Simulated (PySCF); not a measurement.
C2H5S, SMILES CC[S], multiplicity 2.

Geometry: PBE-D3(BJ)/def2-TZVP. The isomer is the one that the SMILES or the coordinates give; other isomers of the formula were not compared.

The numbers are results of TDA-M06-2X/def2-SVPD (PySCF), not measurements.

Vertical excitations. Isolated molecule, no solvent.

| state | energy (eV) | λ (nm) | f | main pairs |
|---|---|---|---|---|
| root 1 | 3.38 | 367 | 0.003 | β HOMO−1→LUMO 92 % |
| root 2 | 5.67 | 219 | 0.001 | α HOMO→LUMO 9 %, β HOMO→LUMO+1 35 %, β HOMO→LUMO+2 22 %, β HOMO→LUMO+7 7 %, β HOMO→LUMO+9 5 % |
| root 3 | 5.75 | 216 | 0.016 | β HOMO−2→LUMO 95 % |
| root 4 | 6.07 | 204 | 0.029 | α HOMO→LUMO 13 %, α HOMO→LUMO+1 7 %, β HOMO→LUMO+1 52 %, β HOMO→LUMO+2 17 % |
| root 5 | 6.28 | 198 | 0.005 | α HOMO→LUMO 37 %, β HOMO→LUMO+2 43 % |
| root 6 | 6.39 | 194 | 0.000 | β HOMO−3→LUMO 91 % |
| root 7 | 6.81 | 182 | 0.050 | α HOMO→LUMO+1 65 %, α HOMO→LUMO 20 % |
| root 8 | 6.88 | 180 | 0.001 | α HOMO−1→LUMO 18 %, β HOMO→LUMO+3 65 % |
| root 9 | 6.90 | 180 | 0.000 | α HOMO−1→LUMO 38 %, α HOMO−1→LUMO+1 12 %, α HOMO−1→LUMO+6 8 %, β HOMO→LUMO+3 30 % |
| root 10 | 7.38 | 168 | 0.005 | β HOMO→LUMO+4 80 % |
Unrestricted roots are not spin-pure.
